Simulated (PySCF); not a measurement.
Vertical excitations of a molecule CH₄FNOSi₂ from TDDFT-CAM-B3LYP/def2-SVPD in PySCF, as energy in eV (oscillator strength): 4.85 (0.008), 6.09 (0.074), 6.27 (0.042), 6.44 (0.021), 6.83 (0.010), 7.00 (0.008), 7.35 (0.002), 7.46 (0.145), 7.55 (0.076), 7.88 (0.007). Lowest triplet (TDA): 4.49 eV. Geometry optimised at r2SCAN-D4/def2-SVP. The values are those of a single conformer.

### Question
Which molecule gave these data?
(A) F[Si@H]1N=CO[SiH2]1
(B) F[SiH2][Si@H]1N=CO1
(C) O=C=N[SiH2][SiH2]F
(D) F[Si@H]1OC=N[SiH2]1

### Answer
A, F[Si@H]1N=CO[SiH2]1
